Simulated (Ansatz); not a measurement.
Stepwise reaction of `C[Si](N)(N)S` with hydrogen chloride, as a gas-phase model of exchange steps in deposition or etching. ΔE in kJ/mol.

Gas-phase electronic energies from Ansatz, PBE0-D4/def2-TZVP geometries. CCSD(T)/CBS is the MP2 limit (def2-TZVPP, def2-QZVPP) plus CCSD(T) − MP2 in def2-TZVPP, frozen cores. This one scheme is used for every species. DFT in def2-TZVPP. B3LYP here is the variant with VWN-RPA as its local correlation; programs differ in this. One conformer a species, not always the lowest.

| step | reaction | PBE-D4 | B3LYP-D4 | ωB97M-V | CCSD(T)/CBS |
| --- | --- | --- | --- | --- | --- |
| 1 | `C[Si](N)(N)S` + HCl → `C[Si](N)(S)Cl` + NH₃ | -52.6 | -48.4 | -49.3 | -48.0 |

Give the row of step 2, `C[Si](N)(S)Cl` + HCl → `C[Si](S)(Cl)Cl` + NH₃. (Estimate.)

Computed: 
```csv
step,reaction,PBE-D4,B3LYP-D4,ωB97M-V,CCSD(T)/CBS
2,`C[Si](N)(S)Cl` + HCl → `C[Si](S)(Cl)Cl` + NH₃,-37.6,-32.9,-33.5,-33.3
```

By hand: ΔE of the 2 steps together at CCSD(T)/CBS.

(-48.0) + (-33.3) = -81.3 kJ/mol, or -40.6 kJ/mol a step.

In ΔE each step is higher than the one before. All are downhill at CCSD(T)/CBS. PBE-D4 differs from CCSD(T)/CBS by -4.6 to -4.3 kJ/mol a step. Isolated molecules leave out the surface, adducts and barriers. Largest T1 diagnostic: 0.010.
